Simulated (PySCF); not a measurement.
RuF₂ + HCl → RuFCl + HF

Level: PBE0 in the def2-TZVP basis family, computed in PySCF with density fitting; scalar-relativistic core potentials for atoms from Rb on, none lighter, no spin–orbit coupling; open shells unrestricted.

```json
{"species": "RuF₂", "state and structure": "quintet, D∞h, Ru–F 1.866 Å (×2)", "E (Eh)": "-294.48914", "ZPE (kJ/mol)": "9.4", "H(298 K) − H(0) (kJ/mol)": "12.9", "S° (J/(mol K))": "275.1"}
{"species": "HCl", "state and structure": "singlet, C∞v, H–Cl 1.279 Å", "E (Eh)": "-460.66440", "ZPE (kJ/mol)": "17.9", "H(298 K) − H(0) (kJ/mol)": "8.7", "S° (J/(mol K))": "186.6"}
{"species": "RuFCl", "state and structure": "quintet, C∞v, Ru–Cl 2.224 Å, Ru–F 1.875 Å; Cl–Ru–F 180.0°", "E (Eh)": "-654.78087", "ZPE (kJ/mol)": "7.3", "H(298 K) − H(0) (kJ/mol)": "13.8", "S° (J/(mol K))": "294.6"}
{"species": "HF", "state and structure": "singlet, C∞v, H–F 0.920 Å", "E (Eh)": "-100.39188", "ZPE (kJ/mol)": "24.9", "H(298 K) − H(0) (kJ/mol)": "8.7", "S° (J/(mol K))": "173.6"}
```

Task: What is the electronic reaction energy?

Result: At PBE0/def2-TZVP, ΔE = -50.4 kJ/mol from the differences of the total energies times 2625.5, downhill. 

Task: Add zero-point, thermal and entropy terms for 298.15 K and 1 bar.

Result: ΔZPE = 4.9 and Δ[H(298) − H(0)] = 0.9 kJ/mol give ΔH° = -44.6 kJ/mol. ΔS° = 6.5 J/(mol K), so ΔG° = -44.6 − 298.15 × (0.0065) = -47 kJ/mol and log₁₀K = 8.2.

Open d or f shells are single determinants, so the state found may not be the ground state. The structures come from searches over a few start shapes, so lower isomers are not excluded.
